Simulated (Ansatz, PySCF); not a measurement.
YOBr, SMILES [O]=[Y][Br]. Atoms are numbered in the order given.

```xyz
3

Y      0.2939     1.0100     0.0000
O     -1.1284     2.1027     0.0000
Br    -0.0862    -1.6276     0.0000
```

Coordinates come from a PBE0-D3(BJ)/def2-TZVP optimisation. The def2 effective core potentials stand for the cores of Y; spin–orbit coupling is left out.

Two levels are set side by side: PBE-D3(BJ)/def2-TZVP (Ansatz, an electronic-structure program) and PBE0-D3(BJ)/def2-TZVP (Ansatz). Each level has its own optimised geometry; the coordinates shown are those of the second. Frequencies come from the Hessian of PySCF at each geometry. Differences are taken from unrounded values.

| quantity | PBE0-D3(BJ) | PBE-D3(BJ) | PBE-D3(BJ) minus PBE0-D3(BJ) |
|---|---|---|---|
| mean bond length (Å) | 2.229 | 2.239 | 0.010 |
| bond Y1–O2 (Å) | 1.794 | 1.814 | 0.020 |
| bond Y1–Br3 (Å) | 2.665 | 2.664 | -0.001 |
| highest harmonic wavenumber (cm⁻¹) | 879 | 838 | -42 |
| mean harmonic wavenumber (cm⁻¹) | 412 | 397 | -15 |
| zero-point energy (kcal/mol) | 1.77 | 1.70 | -0.06 |

GGA bonds tend to be longer and softer than those of functionals with exact exchange. Differences between two approximate levels are no errors against the true value.
